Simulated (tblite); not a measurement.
A tight-binding relaxation on `c1ccn(c1)[C]([AlH][F])=C`.

Computed with GFN2-xTB geometry optimisation, gas phase (tblite 0.8.0). Start geometry: from a force field or distance geometry. The command runs a driver script over a list of jobs; the input below is this job's line of settings and its coordinates in Å.

Command:
```bash
OMP_NUM_THREADS=1 python probes_run.py task.json out
```

Input:
```
{"job": {"kind": "relax", "xc": "GFN2-xTB", "basis": "xTB"}, "charge": 0, "multiplicity": 1}
C     -1.612200    -1.559000     0.414300
C     -1.143300    -0.322000     0.203400
Al    -2.435900     1.175600     0.157200
F     -4.203800     0.861500     0.361800
N      0.274900    -0.095400     0.050600
C      0.924000     1.065800     0.265400
C      2.271800     0.919700    -0.016500
C      2.449500    -0.382200    -0.425400
C      1.204800    -0.985500    -0.383900
H     -0.971900    -2.415800     0.489700
H     -2.686200    -1.728200     0.536100
H     -1.943400     2.667800    -0.107200
H      0.464000     1.978000     0.639400
H      3.042900     1.672800     0.073400
H      3.367900    -0.841200    -0.735600
H      0.989400    -2.002900    -0.661600
```

Output:
```
step      E/eV     max force
  0    -685.13711    2.506
  1    -685.34236    1.858
  2    -685.43630    0.607
  3    -685.46668    0.978
  4    -685.50366    0.872
  5    -685.52831    0.486
  6    -685.54356    0.393
  7    -685.55269    0.292
  8    -685.55786    0.165
  9    -685.56186    0.215
... (106 lines left out)
116    -685.59621    0.033
117    -685.59635    0.040
118    -685.59650    0.028
119    -685.59659    0.012
120    -685.59663    0.019
121    -685.59666    0.013
122    -685.59669    0.012
123    -685.59672    0.011
124    -685.59674    0.013
125    -685.59675    0.009
```

«max force» is the largest atomic force in eV/Å.

From which step on does the largest force stay under 0.1 eV/Å, and how much energy is left to gain from there?

From step 18 (0.091 eV/Å), 20.2 meV above the end.

Summary of the converged run: energy lowered by 10.6 kcal/mol over 125 steps; largest atomic force 0.009 eV/Å at the end.

Estimate the wall time. Hardware: an Arm Neoverse N1 with one thread, no GPU, shared host with 64 logical CPUs at a one-minute load of 62.

About 1.6 s.
Labels such as C1 count atoms from 1, the log's own numbers from 0.
